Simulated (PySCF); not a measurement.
Compound: C₄H₁₀GeO₃.
Atom-mapped SMILES: `[GeH3:1][O:2][C@@H:3]1[CH2:4][CH2:5][O:6][CH2:7][O:8]1` (hydrogens: H9, H10, H11 on Ge1; H12 on C3; H13, H14 on C4; H15, H16 on C5; H17, H18 on C7)

Geometry (PBE0-D3(BJ)/def2-SVP, Å), atoms numbered from 1 in this order:
```
atom  x, y, z in Å
Ge1    2.6902    0.8490   -0.1795
O2     1.1756    0.0669   -0.7542
C3     0.5865   -0.8996    0.0560
C4    -0.7369   -1.3223   -0.5677
C5    -1.7550   -0.2105   -0.3887
O6    -1.8359    0.1431    0.9752
C7    -0.6089    0.5710    1.4501
O8     0.3829   -0.4203    1.3670
H9     2.3630    1.9527    0.8401
H10    3.2980    1.4432   -1.4566
H11    3.5870   -0.2385    0.4402
H12    1.2585   -1.7688    0.1844
H13   -0.5799   -1.5584   -1.6301
H14   -1.0897   -2.2292   -0.0529
H15   -2.7602   -0.5252   -0.7023
H16   -1.4630    0.6703   -0.9938
H17   -0.7234    0.8083    2.5159
H18   -0.2790    1.4751    0.8947
```

Linear response at B3LYP/def2-SVPD (PySCF, frozen core in the response, non-relativistic). Relativistic effects, spin–orbit coupling among them, are left out although an element past zinc is present.

Static isotropic polarisability: 88.17 au (13.07 Å³), principal values 79.8, 85.7, 99.0 au.

Task: What is the polarisability at 1064 nm and at the sodium D line?

Result: 88.86 au at 1064 nm (+0.8 %), 90.48 au at 589.3 nm (+2.6 %). The rise at 589.3 nm is 3.35 times that at 1064 nm; a pure ω² law gives 3.26. The lowest singlet lies at 193 nm, shorter than both wavelengths.

Task: What is the isotropic C6 coefficient between two such molecules, C6 = (3/π)∫α(iω)² dω?

Result: 3298 au (Eh·bohr⁶) by a ten-point quadrature over imaginary frequencies, which is 1970 eV·Å⁶ or 190 J·nm⁶/mol.

Task: Which effective excitation energy ω̄ makes London's formula C6 = (3/4)α²ω̄ exact here?

Result: ω̄ = 4·C6/(3α²) = 0.566 Eh = 15.4 eV. A one-pole form α(ω) = α/(1 − ω²/ω̄²) fitted to the 1064 nm value gives 13.2 eV.

Task: What does −C6/R⁶ come to at R = 12 Å between centres?

Result: -64 J/mol. This is the leading, orientation-averaged term; C8 and higher terms are left out.

Task: What three-body coefficient follows from the one-pole estimate C9 = (3/4)·α·C6?

Result: 218000 au. This is an estimate from the two numbers above, not a computed integral.

Task: The lowest 6 singlets have (eV, f): 6.43, 0.017; 6.72, 0.007; 6.76, 0.002; 7.06, 0.004; 7.13, 0.009; 7.31, 0.009. What share of the static polarisability do they carry in the sum over states α = Σ f/ω²?

Result: 0.78 au, 0.9 % of α; the largest term, 0.30 au, is that of the state at 6.43 eV. Their oscillator strengths add up to 0.05. Higher states carry the rest.

Task: What molar refraction at the D line follows from R = (4π/3)·N_A·α′, with α′ the polarisability volume?

Result: α′ = 13.41 Å³ gives R = 33.82 cm³/mol, for isolated, non-vibrating species.

One conformer stands for the species.
